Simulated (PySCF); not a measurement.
## Correlation energy of O⁺ (oxygen, charge +1)

[He] 2s2 2p3, high-spin 4S determinant. Calculation: PySCF 2.14, in x2c-TZVPPall (5s3p2d1f, 31 functions); scalar relativity by spin-free X2C-1e. Frozen: nothing; 7 electrons correlated.

| level | correlation energy (mhartree) |
| --- | --- |
| CCSD | -129.56 |
| (T) | -1.62 |
| CCSD(T) | -131.18 |
| CCSDT | -131.39 |

Diagnostics: T1 = 0.0035, D1 = 0.0088, largest double amplitude 0.037.

**Question.** Is a single reference adequate?

**Answer.** Yes: T1 lies below 0.03 and no double amplitude reaches 0.07.

This basis was not built for core-valence correlation, so the inner-shell part is incomplete.
